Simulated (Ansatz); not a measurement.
Correlation energies of H8N2OSi2, SMILES `N[SiH2]O[SiH2]N` by basis set

Z-matrix (Å, degrees):
```
Si
O 1 1.638
N 1 1.706 2 116.0
H 1 1.484 2 108.4 3 119.4
H 1 1.481 2 105.7 3 -119.9
Si 2 1.638 1 141.6 3 -38.3
H 3 1.005 1 122.2 2 85.6
H 3 1.006 1 122.7 2 -73.7
N 6 1.706 2 116.0 1 -37.3
H 6 1.484 2 108.5 1 82.2
H 6 1.481 2 105.7 1 -157.2
H 9 1.006 6 122.8 2 -73.9
H 9 1.005 6 122.3 2 86.0
```

Total charge 0; spin multiplicity 1. The geometry is a stationary point of PBE0-D4/def2-TZVP. It is one conformer, not always the lowest. Frozen core, restricted reference, the Gaussian-basis code of Ansatz. CBS rows extrapolate triple and quadruple zeta; past MP2 they add the triple-zeta difference.

| basis | HF (Eh) | MP2 corr. |
| --- | --- | --- |
| def2-TZVPP | -766.56791 | -0.91116 |
| def2-QZVPP | -766.59695 | -0.98090 |

(1) Estimate the CCSD correlation energy and the (T) correction in each basis where they were run (hartree).

Results:

(1) 
| basis | CCSD corr. | (T) |
| --- | --- | --- |
| def2-TZVPP | -0.95682 | -0.03388 |
| CBS(def2) | -1.07823 | as TZ |
